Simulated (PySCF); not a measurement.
Si(H)(NH2) (H3NSi), SMILES N[SiH] (connectivity only; charge and spin as stated), neutral, multiplicity 1.

Coordinates come from a B3LYP-D3(BJ)/def2-TZVP optimisation.

Level of theory: B3LYP-D3(BJ)/def2-TZVP run with PySCF.

Frequencies are harmonic and unscaled.

| mode | ν (cm⁻¹) | IR (km/mol) | Raman (Å⁴/amu) | depolarisation | moving atoms (share of kinetic energy) |
|---|---|---|---|---|---|
| 1 | 586 | 216.8 | 0.3 | 0.75 | H 79 %, N 20 % |
| 2 | 699 | 2.0 | 3.7 | 0.74 | H 95 % |
| 3 | 737 | 1.4 | 2.2 | 0.75 | H 98 % |
| 4 | 857 | 66.1 | 20.6 | 0.37 | N 54 %, Si 34 %, H 12 % |
| 5 | 963 | 104.4 | 15.1 | 0.74 | H 81 %, N 13 % |
| 6 | 1597 | 37.6 | 5.1 | 0.69 | H 89 %, N 11 % |
| 7 | 1983 | 335.4 | 199.2 | 0.42 | H 97 % |
| 8 | 3544 | 16.4 | 157.6 | 0.15 | H 96 % |
| 9 | 3636 | 34.2 | 72.6 | 0.73 | H 91 %, N 9 % |
